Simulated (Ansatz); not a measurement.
C2H6ClFO2Zr, SMILES `CC[O][Zr]([OH])([F])[Cl]`. Charge 0, multiplicity 1. Zr: def2 effective core potential. The geometry is a stationary point of PBE0-D4/def2-TZVP. It is one conformer, not always the lowest.

```xyz
13

C    -1.119    1.828    0.444
C     0.271    1.340    0.109
O     0.325   -0.059    0.081
Zr    0.374   -1.947   -0.003
O     1.139   -2.525   -1.653
F    -1.418   -2.596    0.116
Cl    1.666   -2.739    1.823
H    -1.141    2.920    0.462
H    -1.431    1.461    1.424
H    -1.840    1.481   -0.299
H     0.993    1.697    0.852
H     0.588    1.722   -0.868
H     1.593   -2.583   -2.489
```

(1) What is the dipole moment at ωB97M-V/def2-TZVPP? (Best estimate.)

(2) And with PBE, r2SCAN, B3LYP? (Best estimate.)

(3) Give the Mulliken charges with ωB97M-V, PBE, r2SCAN in def2-TZVPP. (Estimate.)

Results:

(1) The calculation gave: 3.90 D, with components (0.63, 2.83, -2.60) D in this frame, pointing from negative to positive charge.

(2) Computed: PBE 3.88 D, r2SCAN 3.94 D, B3LYP 3.92 D.

(3) Ansatz gave: 
```
atom  ωB97M-V    PBE  r2SCAN
  C1    -0.29  -0.24   -0.12
  C2    -0.04   0.00    0.11
  O3    -0.46  -0.40   -0.47
 Zr4     1.30   1.19    1.35
  O5    -0.49  -0.47   -0.53
  F6    -0.39  -0.35   -0.39
 Cl7    -0.32  -0.33   -0.36
  H8     0.10   0.08    0.04
  H9     0.11   0.09    0.05
 H10     0.11   0.09    0.05
 H11     0.10   0.08    0.04
 H12     0.10   0.08    0.04
 H13     0.17   0.19    0.20
```

B3LYP here is the variant with VWN-RPA as its local correlation; programs differ in this.
